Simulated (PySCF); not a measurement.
**Orbital picture of CrI**

BHandHLYP at R = 2.550 Å; Cr x2c-TZVPPall, I x2c-TZVPPall; spin-free X2C with a Gaussian nucleus (PySCF 2.14). State: ⁶Σ⁺ (sextet), unpaired electrons σ ↑, π ↑↑, δ ↑↑. Only the outer orbitals are listed, counted within each symmetry.

| spin | orbital | occ. | ε (eV) | on Cr (%) | main shells (%) |
| --- | --- | --- | --- | --- | --- |
| α | 16σ | 1 | -8.90 | 33 | 65 I p, 27 Cr d |
| α | 8π | 1 | -8.80 | 77 | 77 Cr d, 23 I p |
| α | 8π | 1 | -8.80 | 77 | 77 Cr d, 23 I p |
| α | 3δ | 1 | -8.19 | 100 | 100 Cr d |
| α | 3δ | 1 | -8.19 | 100 | 100 Cr d |
| α | 17σ | 1 | -7.12 | 88 | 56 Cr d, 32 Cr s, 12 I p |
| α | 9π | 1 | -7.10 | 27 | 73 I p, 23 Cr d |
| α | 9π | 1 | -7.10 | 27 | 73 I p, 23 Cr d |
| α | 18σ | 0 | -1.87 | 90 | 49 Cr s, 28 Cr p, 12 Cr d |
| α | 10π | 0 | 0.41 | 96 | 89 Cr p |
| α | 10π | 0 | 0.41 | 96 | 89 Cr p |
| β | 16σ | 1 | -8.54 | 13 | 86 I p |
| β | 8π | 1 | -7.59 | 5 | 94 I p |
| β | 8π | 1 | -7.59 | 5 | 94 I p |
| β | 17σ | 0 | -1.80 | 97 | 76 Cr s, 20 Cr p |
| β | 9π | 0 | 0.73 | 99 | 82 Cr p, 17 Cr d |
| β | 9π | 0 | 0.73 | 99 | 82 Cr p, 17 Cr d |

Task: Which are the highest filled and the lowest empty level, where do they sit, and how wide is the gap?

Result: Highest filled α 9π at -7.10 eV (in %: 73 I p, 23 Cr d); lowest empty α 18σ at -1.87 eV (in %: 49 Cr s, 28 Cr p, 12 Cr d); the gap at BHandHLYP is 5.23 eV.

The bond order (Mayer) is 1.12. The ⟨S²⟩ is 8.767. The charge on Cr (Mulliken, basis-dependent) is 0.37, the charge on Cr (Löwdin, basis-dependent) is -0.26 and the dipole moment (positive dipole means Cr(−)I(+)) is -6.06 D.

Spin–orbit coupling is left out. With d or f electrons several states lie close, and the lowest PBE0 determinant need not be the measured ground state.
